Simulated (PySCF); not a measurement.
All values below come from B3LYP-D3(BJ)/def2-TZVP (PySCF 2.14.0). Isolated molecules, 0 K electronic values unless said otherwise. B3LYP has the VWN-RPA correlation part, as in Gaussian. 

Reference species (SMILES): `C#CO` (neutral, multiplicity 1).

```yaml
LUMO: -0.03 eV
HOMO: -7.07 eV
HOMO–LUMO gap: 7.04 eV
dipole_moment: 1.75 D
```

Changed species: `C1=CO1`.

Question: Give the shifts of the LUMO, HOMO, HOMO–LUMO gap and dipole moment.

Answer: the LUMO falls by 0.64 eV, to -0.67 eV; the HOMO increases by 1.40 eV, to -5.67 eV; the HOMO–LUMO gap drops by 2.04 eV, to 5.00 eV; the dipole moment increases by 0.70 D, to 2.45 D.
